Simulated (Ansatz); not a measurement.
`[CH3][GeH2][CH3]` → `[CH3][GeH3]` + `[CH2]` (triplet)  (formal loss of a carbene)

Computed with Ansatz on PBE0-D4/def2-TZVP structures; ΔE is electronic, products minus reactants. CCSD(T)/CBS adds triple-zeta CCSD(T) − MP2 to the extrapolated MP2 energy (def2 sets, frozen cores). This one scheme is used for every species. DFT in def2-TZVPP. B3LYP here is the variant with VWN-RPA as its local correlation; programs differ in this. Triplets are unrestricted, without spin–orbit coupling. For Ge outer-core shells are correlated without core-valence functions, which leaves a few kJ/mol of doubt a bond. Scalar relativity is left out up to krypton.

Task: Is it downhill or uphill in electronic energy at CCSD(T)/CBS, and by how much? (Estimate.)

Result: Ansatz gave: Uphill: ΔE = +111.5 kcal/mol.

Task: What do these levels give: r2SCAN-D4, B3LYP-D4, r2SCANh-D4, r2SCAN0-D4, PBE, revPBE, B3LYP, BHLYP, CCSD(T)/def2-SVP, SCS-MP2/def2-TZVPP, MP2/def2-QZVPP, CCSD/CBS(def2)? (Estimate.)

Result: Ansatz gave: r2SCAN-D4 105.7, B3LYP-D4 109.0, r2SCANh-D4 105.3, r2SCAN0-D4 104.8, PBE 110.8, revPBE 105.1, B3LYP 106.8, BHLYP 104.5, CCSD(T)/def2-SVP 104.3, SCS-MP2/def2-TZVPP 112.3, MP2/def2-QZVPP 114.2, CCSD/CBS(def2) 108.8 kcal/mol.

Largest T1 diagnostic among the species: 0.011.

From r2SCAN to r2SCAN0 (25 % exact exchange), in def2-TZVPP and without D4, ΔE moves by −1.0 kcal/mol. At CCSD(T), def2-SVP lies −7.2 kcal/mol from the extrapolated value and def2-TZVPP −2.5 kcal/mol. The D4 term adds +2.2 kcal/mol with B3LYP and +1.2 kcal/mol with PBE0; it sums over pairs of atoms, weighted by their polarisabilities, and B3LYP, whose exchange is more repulsive, gets the larger term.
